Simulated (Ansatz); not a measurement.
Basis sets compared for Al(PF3)H3 (AlPH3F3). Total charge 0; singlet. Geometry PBE0-D4/def2-SVP. Ansatz on 4 threads of Intel Xeon on a shared host; times are rough, and most runs start from earlier orbitals.

```tsv
atom	x (Å)	y (Å)	z (Å)
Al1	-0.745	0.826	-1.001
P2	0.500	-0.554	0.682
F3	-0.093	-0.699	2.135
F4	1.974	-0.130	1.043
F5	0.740	-2.074	0.345
H6	0.362	0.587	-2.127
H7	-0.698	2.154	-0.118
H8	-2.038	-0.110	-0.959
```

Binding counts from free atoms (Al doublet, P quartet, F doublet, H doublet) in the same basis, without a counterpoise term.

| level | functions | energy (Eh) | HOMO (eV) | LUMO (eV) | binding per atom (eV) | wall time |
| --- | --- | --- | --- | --- | --- | --- |
| HF/6-31G | 59 | -882.5208 | -12.01 | 2.00 | 1.36 | 0.51 s |
| HF/def2-TZVP | 185 | -882.9617 | -11.68 | 2.37 | 2.19 | 1.9 s |
| PBE-D4/def2-SVP | 93 | -884.1723 | -7.22 | -1.75 | 3.16 | 1 s |
| PBE-D4/def2-TZVP | 185 | -884.7822 | -7.28 | -2.11 | 3.22 | 2.1 s |
| r2SCAN-D4/def2-TZVP | 185 | -885.1851 | -7.59 | -1.92 | 3.18 | 3.1 s |
| PBE0-D4/def2-SVP | 93 | -884.2218 | -8.54 | -0.91 | 3.02 | 1.5 s |
| PBE0-D4/def2-TZVP (with forces) | 185 | -884.8291 | -8.54 | -1.21 | 3.11 | 4.5 s |

(1) Estimate the rows for PBE-D4/def2-TZVPD, r2SCAN-D4/def2-TZVPD, PBE0-D4/def2-TZVPD.

Answers

(1) 
```
               level  functions  energy (Eh)  HOMO (eV)  LUMO (eV)  binding per atom (eV)  wall time
   PBE-D4/def2-TZVPD        233    -884.7849      -7.30      -2.19                   3.21        3 s
r2SCAN-D4/def2-TZVPD        233    -885.1873      -7.59      -1.96                   3.18      5.5 s
  PBE0-D4/def2-TZVPD        233    -884.8314      -8.55      -1.29                   3.11      4.9 s
```
